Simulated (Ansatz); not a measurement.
Ansatz (an electronic-structure program) job for H4InP, SMILES [InH2][PH2], B3LYP-D3(BJ)/def2-TZVP. 

Ansatz 0.2 input:
```yaml
crystal:
  periodic: [false, false, false]
  atoms:
    - {symbol: In, position_ang: [-0.33324836, -0.49970132, -0.00296663]}
    - {symbol: H, position_ang: [-0.15992547, -1.92736791, 1.00350144]}
    - {symbol: H, position_ang: [-1.73316190, -0.72592117, -1.04523026]}
    - {symbol: P, position_ang: [1.16528047, 1.52989949, -0.00043301]}
    - {symbol: H, position_ang: [0.45199159, 2.03784643, 1.09556128]}
    - {symbol: H, position_ang: [0.29105828, 2.15231479, -0.90197224]}
basis:
  gaussian:
    orbitals: def2-TZVP
hamiltonian:
  xc: b3lyp
  dispersion: d3bj
relax: {f_tol: 0.002, max_steps: 200}
```

Output:

```
WARN ansatz: RAYON_NUM_THREADS=1 ignored (pool sized by the plan → 1); use --threads N
Functional definition: B3LYP
integrals: 0.04 GiB planned
923 factors; their error is unknown
mean field: 0.36 GiB planned
mean field evaluation 1: about -14528.5987 eV, gradient 2.2e1 eV
mean field evaluation 2: about -14528.9047 eV, gradient 2.1e1 eV
mean field evaluation 4: about -14530.0122 eV, gradient 7.4e-1 eV
mean field evaluation 8: about -14530.0556 eV, gradient 1.9e-1 eV
mean field evaluation 16: about -14530.0557 eV, gradient 2.3e-5 eV
mean field -14530.05565116 eV, -533.9696963548 hartree, gradient 2.3e-5 eV, S^2 0.000000; 0 other end points of the search recorded, 0 dependent functions left out
the calculation of the forces begins
reference -14530.05592963 eV, -533.9697065881 hartree; 20, 20 occupied and 91, 91 virtual orbitals, 923 factors
relax step   1: F+E_penalty+E_count = -14530.25230765 eV  Δ(F+E_penalty+E_count) = +0.000e0 eV  max|allowed force component| = 5.113e-1 eV/Å  Δτ_max = 0.0000 Å  (27 SCF iters, accepted)
these checks for a lower state are left out or cut short: starts, cluster_reference, orbital_swaps, neighbouring_geometries, increment
integrals: 0.04 GiB planned
923 factors; their error is unknown
mean field: 0.36 GiB planned
mean field -14530.11221390 eV, -533.9717749971 hartree, gradient 1.2e-5 eV, S^2 0.000000; 0 other end points of the search recorded, 0 dependent functions left out
the calculation of the forces begins
reference -14530.11249104 eV, -533.9717851817 hartree; 20, 20 occupied and 91, 91 virtual orbitals, 923 factors
relax step   2: F+E_penalty+E_count = -14530.30942042 eV  Δ(F+E_penalty+E_count) = -5.711e-2 eV  max|allowed force component| = 2.095e-1 eV/Å  Δτ_max = 0.1945 Å  (29 SCF iters, accepted)
these checks for a lower state are left out or cut short: starts, cluster_reference, orbital_swaps, neighbouring_geometries, increment
integrals: 0.04 GiB planned
923 factors; their error is unknown
mean field: 0.36 GiB planned
mean field -14530.11101148 eV, -533.9717308089 hartree, gradient 2.1e-5 eV, S^2 0.000000; 0 other end points of the search recorded, 0 dependent functions left out
the calculation of the forces begins
reference -14530.11128813 eV, -533.9717409754 hartree; 20, 20 occupied and 91, 91 virtual orbitals, 923 factors
relax step   3: F+E_penalty+E_count = -14530.31043837 eV  Δ(F+E_penalty+E_count) = -1.018e-3 eV  max|allowed force component| = 4.061e-1 eV/Å  Δτ_max = 0.1998 Å  (29 SCF iters, accepted)
these checks for a lower state are left out or cut short: starts, cluster_reference, orbital_swaps, neighbouring_geometries, increment
integrals: 0.04 GiB planned
923 factors; their error is unknown
mean field: 0.36 GiB planned
mean field evaluation 32: about -14530.1100 eV, gradient 2.2e-2 eV
mean field -14530.15108425 eV, -533.9732034559 hartree, gradient 2.3e-5 eV, S^2 0.000000; 0 other end points of the search recorded, 0 dependent functions left out
the calculation of the forces begins
reference -14530.15136219 eV, -533.9732136701 hartree; 20, 20 occupied and 91, 91 virtual orbitals, 923 factors
relax step   4: F+E_penalty+E_count = -14530.34818127 eV  Δ(F+E_penalty+E_count) = -3.774e-2 eV  max|allowed force component| = 9.653e-2 eV/Å  Δτ_max = 0.0942 Å  (30 SCF iters, accepted)
these checks for a lower state are left out or cut short: starts, cluster_reference, orbital_swaps, neighbouring_geometries, increment
integrals: 0.04 GiB planned
923 factors; their error is unknown
mean field: 0.36 GiB planned
mean field -14530.17303816 eV, -533.9740102475 hartree, gradient 1.0e-5 eV, S^2 0.000000; 0 other end points of the search recorded, 0 dependent functions left out
the calculation of the forces begins
reference -14530.17331657 eV, -533.9740204786 hartree; 20, 20 occupied and 91, 91 virtual orbitals, 923 factors
relax step   5: F+E_penalty+E_count = -14530.36970901 eV  Δ(F+E_penalty+E_count) = -2.153e-2 eV  max|allowed force component| = 2.192e-1 eV/Å  Δτ_max = 0.2000 Å  (28 SCF iters, accepted)
these checks for a lower state are left out or cut short: starts, cluster_reference, orbital_swaps, neighbouring_geometries, increment
integrals: 0.04 GiB planned
923 factors; their error is unknown
mean field: 0.36 GiB planned
mean field -14530.17998522 eV, -533.9742655471 hartree, gradient 8.7e-6 eV, S^2 0.000000; 0 other end points of the search recorded, 0 dependent functions left out
the calculation of the forces begins
reference -14530.18026341 eV, -533.9742757703 hartree; 20, 20 occupied and 91, 91 virtual orbitals, 923 factors
relax step   6: F+E_penalty+E_count = -14530.37727638 eV  Δ(F+E_penalty+E_count) = -7.567e-3 eV  max|allowed force component| = 2.917e-2 eV/Å  Δτ_max = 0.1383 Å  (27 SCF iters, accepted)
these checks for a lower state are left out or cut short: starts, cluster_reference, orbital_swaps, neighbouring_geometries, increment
integrals: 0.04 GiB planned
923 factors; their error is unknown
mean field: 0.36 GiB planned
mean field -14530.18008499 eV, -533.9742692137 hartree, gradient 2.3e-5 eV, S^2 0.000000; 0 other end points of the search recorded, 0 dependent functions left out
the calculation of the forces begins
reference -14530.18036330 eV, -533.9742794414 hartree; 20, 20 occupied and 91, 91 virtual orbitals, 923 factors
relax step   7: F+E_penalty+E_count = -14530.37734463 eV  Δ(F+E_penalty+E_count) = -6.825e-5 eV  max|allowed force component| = 4.481e-2 eV/Å  Δτ_max = 0.0206 Å  (28 SCF iters, accepted)
these checks for a lower state are left out or cut short: starts, cluster_reference, orbital_swaps, neighbouring_geometries, increment
integrals: 0.04 GiB planned
923 factors; their error is unknown
mean field: 0.36 GiB planned
mean field evaluation 64: about -14530.1804 eV, gradient 2.3e-5 eV
mean field -14530.18042402 eV, -533.9742816726 hartree, gradient 2.3e-5 eV, S^2 0.000000; 0 other end points of the search recorded, 0 dependent functions left out
the calculation of the forces begins
reference -14530.18070235 eV, -533.9742919011 hartree; 20, 20 occupied and 91, 91 virtual orbitals, 923 factors
relax step   8: F+E_penalty+E_count = -14530.37763773 eV  Δ(F+E_penalty+E_count) = -2.931e-4 eV  max|allowed force component| = 5.159e-3 eV/Å  Δτ_max = 0.0079 Å  (29 SCF iters, accepted)
these checks for a lower state are left out or cut short: starts, cluster_reference, orbital_swaps, neighbouring_geometries, increment
integrals: 0.04 GiB planned
923 factors; their error is unknown
mean field: 0.36 GiB planned
mean field -14530.18041860 eV, -533.9742814736 hartree, gradient 1.5e-5 eV, S^2 0.000000; 0 other end points of the search recorded, 0 dependent functions left out
the calculation of the forces begins
reference -14530.18069692 eV, -533.9742917017 hartree; 20, 20 occupied and 91, 91 virtual orbitals, 923 factors
relax step   9: F+E_penalty+E_count = -14530.37764286 eV  Δ(F+E_penalty+E_count) = -5.136e-6 eV  max|allowed force component| = 4.466e-4 eV/Å  Δτ_max = 0.0019 Å  (21 SCF iters, accepted)
integrals: 0.04 GiB planned
923 factors; their error is unknown
mean field: 0.36 GiB planned
mean field -14530.18041860 eV, -533.9742814736 hartree, gradient 1.5e-5 eV, S^2 0.000000; 1 other end points of the search recorded, 0 dependent functions left out
the calculation of the forces begins
reference -14530.18069692 eV, -533.9742917017 hartree; 20, 20 occupied and 91, 91 virtual orbitals, 923 factors
Total energy: -14530.37792118 eV, -533.9815395596 hartree
Atom 0 at    -0.452218    -0.549179    -0.059734 Å, force     0.000288    -0.000338    -0.000077 eV/Å
Atom 1 at    -0.265174    -1.631491     1.278821 Å, force    -0.000272     0.000041     0.000148 eV/Å
Atom 2 at    -1.543540    -0.881280    -1.362343 Å, force     0.000017     0.000244     0.000049 eV/Å
Atom 3 at     1.040880     1.471996    -0.207341 Å, force     0.000447     0.000097    -0.000383 eV/Å
Atom 4 at     0.890273     1.820218     1.159549 Å, force    -0.000150     0.000022     0.000043 eV/Å
Atom 5 at     0.011773     2.336807    -0.660492 Å, force    -0.000330    -0.000066     0.000221 eV/Å
Dipole moment:    -0.132884    -0.017464     0.059042 e Å
```

Self-consistency was reached.
